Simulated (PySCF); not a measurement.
# How good is the calculation?

Atom-mapped SMILES (the numbers label the heavy atoms): `[N:1]#[C:2][S:3][c:4]1[cH:5][cH:6][cH:7][s:8]1`. Hydrogens are named by the atom that carries them.

Published estimates (parent shift plus substituent increments) and measurements: δ $^{1}$H H(C7) 7.48; H(C5) 7.26; H(C6) 6.91 ppm (estimated from measurements, as parent shift plus tabulated substituent increment; solution, not stated per compound (mostly CDCl3 or CCl4); Pretsch, Buehlmann, Badertscher, Structure Determination of Organic Compounds, 4th ed. (2009)).

Computational details: coordinates at the PBE0-D3(BJ)/def2-SVP level, shielding tensors at PBE0/pcSseg-1 (GIAO), in PySCF (a single conformation, no relativistic terms, no solvent model).

(1) How close does the calculation come?

(2) How far are the unscaled $^{1}$H shifts from the references?

Answers

(1) 
Reference values: estimated from measurements, as parent shift plus tabulated substituent increment (solution, not stated per compound (mostly CDCl3 or CCl4); Pretsch, Buehlmann, Badertscher, Structure Determination of Organic Compounds, 4th ed. (2009)).
```csv
atoms,quantity,reference,computed,"computed, scaled"
H(C7),δ $^{1}$H,7.48,7.24,7.08
H(C5),δ $^{1}$H,7.26,7.35,7.18
H(C6),δ $^{1}$H,6.91,7.17,7.01
```

Computed shifts are σ(ref) − σ with the named reference compound (TMS for H and C) calculated as an isolated molecule at the same level. The measured values may be among those fitted. Shieldings were converted by linear fits to measured shifts (mostly CDCl3, TMS scale, for H and C): $^{1}$H: δ = 29.91 − 0.950σ (rms 0.21 ppm, 511 shifts, 0.22 ppm with the 3 outliers that the fit left out). Occasional misses reach two or three times the rms, and more in compound classes unlike the fitted ones.

(2) Mean signed difference +0.04 ppm, mean absolute 0.20 ppm over 3 comparisons; the largest is +0.26 ppm at H(C6) (hydrogen on an aromatic CH).
